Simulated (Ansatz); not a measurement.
A nudged elastic band was laid between two geometries of AlCl2H4N (8 atoms, charge 0, multiplicity 1).

Theory: Ansatz 0.2.0, RHF/def2-SVP.

* movable images: 7
* climbing image: yes
* spring: 5.0 eV/Å²
* optimiser: quadratic models (default)
* start path: through a guess of the saddle point
* force threshold: 0.03 eV/Å
* iteration limit: 60
* end points: relaxed

Initial state:

```xyz
8
Properties=species:S:1:pos:R:3
Al 0.011 -0.057 0.195
H -0.172 0.857 1.460
Cl 1.926 -0.029 -0.771
Cl -1.669 -0.261 -1.123
N 0.060 -1.960 0.956
H -0.696 -2.505 0.569
H 0.929 -2.408 0.704
H -0.021 -1.983 1.962
```

Final state:

```xyz
8
Properties=species:S:1:pos:R:3
Al 0.124 -0.812 -0.527
H -0.229 0.534 2.574
Cl 1.910 0.229 -0.864
Cl -1.681 -0.007 -1.222
N 0.142 -2.353 0.300
H -0.667 -2.916 0.480
H 0.966 -2.808 0.645
H -0.197 -0.212 2.566
```

(1) What changes between the two ends?

(2) Give the energies along the band, and the barrier.

(3) What is the geometry of the highest image?

(4) What are the harmonic wavenumbers there?

Results:

(1) Bonds broken: Al1–H2, N5–H8. Bonds formed: H2–H8. AlCl2H4N becomes AlCl2H2N + H2.

(2) It converged. The highest image is number 4 of 0 to 8, 2.17 eV above the first end and 1.16 eV above the last; the last end lies 1.01 eV above the first. A vibrational analysis at the climbing image gives one clearly imaginary mode, 1704i cm⁻¹: a first-order saddle point. The orbitals stay closed-shell, which can raise the energy where a bond breaks towards radicals; this wasn't checked here.

```csv
image,path coordinate (Å),energy (eV),Al1–H2 (Å),N5–H8 (Å),H2–H8 (Å)
0,0.00,0.00,1.57,1.01,2.89
1,0.42,0.07,1.57,1.01,2.44
2,0.84,0.35,1.58,1.01,1.97
3,1.26,1.09,1.65,1.07,1.47
4,1.68,2.17,1.79,1.41,1.00
5,2.22,1.41,2.11,2.00,0.77
6,2.76,1.08,2.48,2.53,0.75
7,3.31,1.02,2.92,2.98,0.75
8,3.85,1.01,3.40,3.14,0.75
```

(3) 
```xyz
8
Properties=species:S:1:pos:R:3:forces:R:3
Al 0.057 -0.417 -0.056 0.01 0.01 -0.02
H -0.160 0.061 1.650 0.00 -0.01 0.00
Cl 1.926 0.277 -0.733 -0.01 0.00 0.00
Cl -1.704 0.022 -1.122 -0.01 0.00 0.00
N 0.083 -2.067 0.828 0.02 0.03 0.04
H -0.687 -2.713 0.781 -0.01 -0.01 -0.01
H 0.941 -2.577 0.956 0.00 -0.02 0.00
H -0.089 -0.933 1.647 0.00 -0.01 -0.02
```

(4) 1704i, 150, 155, 258, 304, 445, 565, 595, 726, 744, 773, 1046, 1583, 1647, 1883, 1986, 3736, 3832 cm⁻¹.

Time of the run: 2.1 min on 1 thread of Arm Neoverse V2 (shared host), peak memory 0.16 GiB.
